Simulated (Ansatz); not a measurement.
`[O]=[W](=[O])([OH])[Cl]` + H–F → `[O]=[W](=[O])([F])[Cl]` + H₂O at 600 K and 1 bar (ligand exchange at a W–O bond).

Isolated molecules relaxed with PBE0-D4/def2-TZVP in Ansatz; ΔE leaves out vibrations. CCSD(T)/CBS is the MP2 limit (def2-TZVPP, def2-QZVPP) plus CCSD(T) − MP2 in def2-TZVPP, frozen cores. This one scheme is used for every species. def2 core potentials past Kr. For W outer-core shells are correlated without core-valence functions, which leaves a few kJ/mol of doubt a bond. Each species was taken in one conformer, which may not be the lowest.

```tsv
species	CCSD(T)/CBS energy (Eh)	H − E (kJ/mol)	S (J/(mol·K))
`[O]=[W](=[O])([OH])[Cl]`	-753.05462	106.4	419.7
H–F	-100.39570	42.3	194.0
`[O]=[W](=[O])([F])[Cl]`	-777.07652	72.0	402.4
H₂O	-76.37941	76.8	212.8
```

H − E and S are ideal-gas, rigid-rotor, harmonic terms from PBE0-D4/def2-TZVP, for one conformer and one mirror image of each species. 1 Eh = 2625.50 kJ/mol, R = 8.31446 J/(mol·K).

Problem. By hand: ΔE, ΔH, ΔS and ΔG.

Solution. ΔE = (-777.07652) + (-76.37941) − (-753.05462) − (-100.39570) = -0.00561 Eh = -14.7 kJ/mol. Δ(H − E) = 72.0 + 76.8 − 106.4 − 42.3 = 0.1, so ΔH = -14.6 kJ/mol. ΔS = 402.4 + 212.8 − 419.7 − 194.0 = 1.5 J/(mol·K). ΔG = -14.6 − 600 × (1.5)/1000 = -15.5 kJ/mol.

Problem. By hand: the equilibrium constant, and the temperature at which ΔG would vanish if ΔH and ΔS stayed fixed.

Solution. log₁₀ K = −ΔG/(RT ln 10) = 1.3. ΔH and −TΔS have one sign here, so there is no such temperature.

The number of gas molecules stays the same, so ΔS is small and ΔH decides. A doubt of 5 kJ/mol in ΔE shifts log₁₀ K by 0.4 here. Other conformers and mirror images would add mixing entropy, several J/(mol·K) or more a flexible species. These are equilibria of isolated gas molecules and say nothing of rates. Largest T1 diagnostic: 0.022 (customary marks: 0.02 for closed shells, 0.045 for open ones).

ΔS is within the doubt of such terms, so its sign, and with it that verdict, could turn.
